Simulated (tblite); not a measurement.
C₆H₁₂NOP.
Numbering: `[CH3:1][NH:2][P:3]1[CH2:4][CH2:5][C:6](=[O:7])[CH2:8][CH2:9]1` (hydrogens: H10, H11, H12 on C1; H13 on N2; H14, H15 on C4; H16, H17 on C5; H18, H19 on C8; H20, H21 on C9)

Cartesian coordinates in Å at the GFN2-xTB level; atoms count from 1:
```xyz
21
C6H12NOP angstrom
C      2.5427   -0.9135    0.3955
N      1.4102   -0.5448   -0.4440
P      0.8940    1.1084   -0.3557
C     -0.0910    0.9966    1.2202
C     -1.0363   -0.2045    1.2847
C     -2.0603   -0.1340    0.1805
O     -3.2401    0.0098    0.3842
C     -1.4742   -0.2466   -1.2058
C     -0.5498    0.9347   -1.5122
H      2.6759   -1.9952    0.3442
H      2.3199   -0.6420    1.4260
H      3.4832   -0.4329    0.1093
H      1.6329   -0.7541   -1.4155
H     -0.6542    1.9313    1.2963
H      0.6018    0.9715    2.0658
H     -0.4553   -1.1212    1.1694
H     -1.5483   -0.2197    2.2495
H     -2.2854   -0.2753   -1.9370
H     -0.9038   -1.1749   -1.2667
H     -0.1642    0.8491   -2.5327
H     -1.1068    1.8742   -1.4564
```

Level: GFN2-xTB in tblite, geometry and Hessian alike; calculated harmonic values, unscaled, isolated species. Errors from tens to a few hundred cm⁻¹ against measured bands are possible. One conformer, not necessarily the lowest.

Harmonic wavenumbers (cm⁻¹): 62.7, 89.5, 130.6, 143.8, 194.4, 211.9, 267.8, 303.4, 379.4, 386.0, 456.1, 489.2, 652.2, 665.7, 679.1, 716.8, 741.8, 776.0, 791.3, 892.3, 896.6, 978.8, 1016.4, 1048.9, 1054.8, 1074.0, 1094.7, 1112.6, 1119.9, 1130.1, 1182.1, 1224.5, 1253.6, 1265.3, 1295.0, 1301.9, 1322.8, 1417.0, 1438.0, 1450.6, 1452.2, 1457.0, 1487.7, 1495.0, 1772.8, 2932.2, 2933.9, 2940.9, 2957.9, 2958.6, 2977.6, 2979.3, 2982.3, 2986.9, 2992.9, 3024.7, 3312.4.

A = 2407, B = 1002, C = 915.0 MHz; mass 145.066 u (most abundant isotopes); point group C1, symmetry number 1.

Question: What is the zero-point energy?

Answer: ½Σν̃ = 38176 cm⁻¹ = 109.15 kcal/mol.

Question: Give the ideal-gas entropy at 298.15 K and 1 bar in the rigid-rotor, harmonic-oscillator model (classical rotation).

Answer: Translation 40.85, rotation 29.37, vibration 27.77: S = 98.0 cal/(mol K).

Question: And Cp and H(298.15 K) − H(0)?

Answer: Cp = 39.63 cal/(mol K), of which vibrations give 31.68 (their classical limit is 57 R = 113.3); H(298.15 K) − H(0) = 6.94 kcal/mol without the zero-point energy, 4.57 from vibrations.

Question: How do the functions run with temperature in this model?

Answer: 
```
 T (K)  S (cal/(mol K))  Cp (cal/(mol K))  H − H(0) (kcal/mol)  G − H(0) (kcal/mol)  ln q(vib)
    50             58.2              12.4                 0.47                -2.43       0.31
   100             68.7              18.4                 1.25                -5.62       1.30
373.15            107.8              48.2                10.24               -30.00       8.22
   500            123.7              60.8                17.18               -44.69      11.58
   750            152.0              78.6                34.77               -79.25      18.15
  1000            176.3              90.1                55.94              -120.37      24.40
```

q(vib) and H(0) count from the zero-point level.

Question: Blend soft modes into free rotors: weight 1/[1 + (100 cm⁻¹/ν̃)⁴] for the oscillator and the rest for a rotor with moment μB/(μ + B), μ = h/(8π²ν), B = 10⁻⁴⁴ kg m². What vibrational entropy results?

Answer: 26.32 cal/(mol K) in place of 27.77, which changes −T·S at 298.15 K by +0.43 kcal/mol.

Question: Which modes carry the vibrational entropy at 298.15 K?

Answer: 62.7 cm⁻¹: 4.37; 89.5 cm⁻¹: 3.67; 130.6 cm⁻¹: 2.94; 143.8 cm⁻¹: 2.75; 194.4 cm⁻¹: 2.19; 211.9 cm⁻¹: 2.03 cal/(mol K); the other 51 give 9.83 together.

Hindered rotation and anharmonicity are outside this model. Other conformers, if any are populated, would add a mixing term that is left out. The structure is chiral; the term R ln 2 for an equal mix with its mirror image is left out.
